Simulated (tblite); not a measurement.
Compound: C6H11O2 (doublet state).
Atom-mapped SMILES: `[CH3:1]/[C:2](=[CH:3]\[O:4])[O:5][CH:6]([CH3:7])[CH3:8]` (hydrogens: H9, H10, H11 on C1; H12 on C3; H13 on C6; H14, H15, H16 on C7; H17, H18, H19 on C8)

A start from a force field or distance geometry was refined with tblite, GFN2-xTB geometry optimisation, gas phase. Values at the start:

```
 coordinate    start
      C1–C2  1.513 Å
      C1–H9  1.095 Å
      C2=C3  1.361 Å
      C2–O5  1.381 Å
      C3–O4  1.255 Å
     C3–H12  1.094 Å
      O5–C6  1.426 Å
      C6–C7  1.527 Å
     C6–H13  1.107 Å
     C7–H14  1.095 Å
   C1–C2–C3   121.1°
   C1–C2–O5   111.8°
   C2–C3–O4   132.9°
   C2–O5–C6   120.7°
   C3–C2–O5   127.0°
   O5–C6–C7   110.4°
   O5–C6–C8   106.6°
   C7–C6–C8   110.3°
C1–C2–O5–C6     175°
C2–O5–C6–C7      85°
```

How do these coordinates change at the GFN2-xTB level?

```json
{"coordinate": "C2=C3", "GFN2-xTB (Å or °)": "1.414", "change": "+0.053"}
{"coordinate": "C2–O5", "GFN2-xTB (Å or °)": "1.339", "change": "-0.042"}
{"coordinate": "C1–C2", "GFN2-xTB (Å or °)": "1.489", "change": "-0.024"}
{"coordinate": "C3–O4", "GFN2-xTB (Å or °)": "1.235", "change": "-0.020"}
{"coordinate": "C3–H12", "GFN2-xTB (Å or °)": "1.103", "change": "+0.009"}
{"coordinate": "C6–H13", "GFN2-xTB (Å or °)": "1.098", "change": "-0.009"}
{"coordinate": "C7–H14", "GFN2-xTB (Å or °)": "1.087", "change": "-0.008"}
{"coordinate": "C1–H9", "GFN2-xTB (Å or °)": "1.090", "change": "-0.005"}
{"coordinate": "O5–C6", "GFN2-xTB (Å or °)": "1.427", "change": "+0.001"}
{"coordinate": "C6–C7", "GFN2-xTB (Å or °)": "1.528", "change": "+0.001"}
{"coordinate": "C2–C3–O4", "GFN2-xTB (Å or °)": "123.5", "change": "-9.4"}
{"coordinate": "C1–C2–O5", "GFN2-xTB (Å or °)": "113.7", "change": "+1.9"}
{"coordinate": "C2–O5–C6", "GFN2-xTB (Å or °)": "122.5", "change": "+1.8"}
{"coordinate": "C1–C2–C3", "GFN2-xTB (Å or °)": "119.8", "change": "-1.3"}
{"coordinate": "C7–C6–C8", "GFN2-xTB (Å or °)": "111.4", "change": "+1.1"}
{"coordinate": "O5–C6–C8", "GFN2-xTB (Å or °)": "105.8", "change": "-0.8"}
{"coordinate": "C3–C2–O5", "GFN2-xTB (Å or °)": "126.5", "change": "-0.5"}
{"coordinate": "O5–C6–C7", "GFN2-xTB (Å or °)": "110.5", "change": "+0.1"}
{"coordinate": "C2–O5–C6–C7", "GFN2-xTB (Å or °)": "77", "change": "-8"}
{"coordinate": "C1–C2–O5–C6", "GFN2-xTB (Å or °)": "-178", "change": "+7"}
```

The energy falls by 6.2 kcal/mol over 56 L-BFGS steps, the largest force on an atom goes from 3.04 to 0.009 eV/Å, and the atoms move by 0.092 Å rms after alignment. The bond that changes most is C2=C3 (ends: carbon bonded to 2 C and O; carbon bonded to C, O and H), which lengthens by 0.053 Å. Bonds longer at the end by more than 0.005 Å: 3 of 18; shorter: 10. Rotational constants go from 3375, 1197, 1005 to 3558, 1209, 1020 MHz.

Its GFN2-xTB frequencies are all real (lowest 55 cm⁻¹). 3 starts were optimised and ended at 0.00, 0.03 and 0.09 kcal/mol (GFN2-xTB); the lowest of these is shown.

Shape of the structure used: `[CH3:1]/[C:2](=[CH:3]\[O:4])[O:5][CH:6]([CH3:7])[CH3:8]`: C1–C2–O5–C6 -178°, C2–O5–C6–C7 77°.

One conformer stands for the species.

These are computed values.
